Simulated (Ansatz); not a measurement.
H3Si (SMILES [SiH3]), charge 0, multiplicity 2, relaxed at each level with Ansatz (a first-principles code); harmonic frequencies from differences of analytic forces, average atomic masses, frozen cores. Open shells are unrestricted.

| level | harmonic frequencies (cm⁻¹) | ZPE (eV) | cost over PBE/def2-TZVPP (rough) |
|---|---|---|---|
| PBE/def2-TZVPP | 709 895 895 2132 2178 2178 | 0.557 | ×1 |
| r2SCAN/def2-TZVPP | 715 930 930 2198 2237 2237 | 0.573 | ×2 |
| PBE0/def2-TZVPP | 745 925 925 2200 2239 2239 | 0.575 | ×1 |
| MP2/cc-pV(T+d)Z | 806 966 966 2269 2300 2300 | 0.595 | ×2 |
| CCSD(T)/cc-pV(D+d)Z | 787 941 941 2219 2254 2254 | 0.583 | ×2 |
| CCSD(T)/cc-pV(T+d)Z | 778 943 943 2217 2250 2250 | 0.582 | ×20 |
